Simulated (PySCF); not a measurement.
Some computed properties have been withheld. Give your best values.

Species: C5H5NO.
InChI=1S/C5H5NO/c6-4-5-2-1-3-7-5/h1-4,6H/b6-4-

Conformer (atom-mapped SMILES and torsion angles): `[H]/[N:1]=[CH:2]\[c:3]1[cH:4][cH:5][cH:6][o:7]1`: N1–C2–C3–C4 0°.

| property | level | value |
| --- | --- | --- |
| point group of the GFN2-xTB geometry | GFN2-xTB | Cs |
| rotational constants A, B, C of the GFN2-xTB geometry | GFN2-xTB | 8.139, 2.066, 1.648 GHz |
| dipole moment | CAM-B3LYP/def2-SVPD | 3.26 D |
| HOMO energy | CAM-B3LYP/def2-SVPD | ? |
| LUMO energy | CAM-B3LYP/def2-SVPD | -0.39 eV |
| lowest singlet excitation | TDDFT CAM-B3LYP/def2-SVPD | 4.72 eV (263 nm, f = 0.003) |
| strongest line among the 8 lowest singlet transitions | TDDFT CAM-B3LYP/def2-SVPD | ? |
| lowest triplet excitation (Tamm–Dancoff) | TDA CAM-B3LYP/def2-SVPD | 3.11 eV |
| static isotropic polarisability | CAM-B3LYP/def2-SVPD | ? |
| electronic spatial extent ⟨r²⟩ about the centre of nuclear charge | CAM-B3LYP/def2-SVPD | ? |
| 13C chemical shifts (computed TMS as zero) by class | GIAO PBE0/pcSseg-1 | 160.5 (1 C), 158.0 (1 C), 149.0 (1 C), 118.9 (1 C), 116.7 (1 C) ppm |
| 1H chemical shifts (computed TMS as zero) by class | GIAO PBE0/pcSseg-1 | ? |
| isotropic shieldings of nuclei other than C and H, by class | GIAO PBE0/pcSseg-1 | ? |
| largest of the computed one-bond spin–spin couplings (means over like bonds) | B3LYP/pcJ-1, spin–dipole term left out | 13C–1H +209.5, 13C–1H +183.1, 13C–1H +181.1, 13C–1H +179.6, 13C–13C +74.1, 13C–13C +71.7, 13C–13C +68.8, 13C–13C +57.0 Hz |

Gas-phase values; electronic properties from PySCF, density fitting. The structure is a single GFN2-xTB conformer in the gas phase; no vibrational or solvent corrections.

Problem. The HOMO energy?

Solution. -8.10 eV.

Problem. Give the 1H chemical shifts (computed TMS as zero) by class.

Solution. 10.90 (1 H), 8.37 (1 H), 7.54 (1 H), 7.22 (1 H), 6.81 (1 H) ppm.

Problem. What is the electronic spatial extent ⟨r²⟩ about the centre of nuclear charge?

Solution. 704 bohr².

Problem. What is the static isotropic polarisability?

Solution. 69.5 au.

Problem. The isotropic shieldings of nuclei other than C and H, by class?

Solution. -69 (1 N), 31 (1 O) ppm.

Problem. The strongest line among the 8 lowest singlet transitions?

Solution. S2 at 5.06 eV (245 nm, f = 0.393).

No computed singlet falls in the visible range (750 to 380 nm, 1.65 to 3.26 eV); S1 lies 1.46 eV above its blue end. The principal polarisabilities are 41.3, 66.6 and 100.4 au; their mean is the isotropic value. The vertical singlet–triplet gap S1 − T1 is 1.61 eV (TDDFT singlet less Tamm–Dancoff triplet; S1: HOMO−1→LUMO, weight 0.93; T1: HOMO→LUMO, weight 0.92). The rotational constants make it an asymmetric top with κ = (2B − A − C)/(A − C) = -0.87, nearer the prolate limit (−1). In wavenumbers S1 is 38100 cm⁻¹ (1 eV = 8065.54 cm⁻¹).

For the spin–spin coupling job (B3LYP/pcJ-1), the run took 43 s of wall time on one thread of an Arm Neoverse V1, no GPU, shared host.
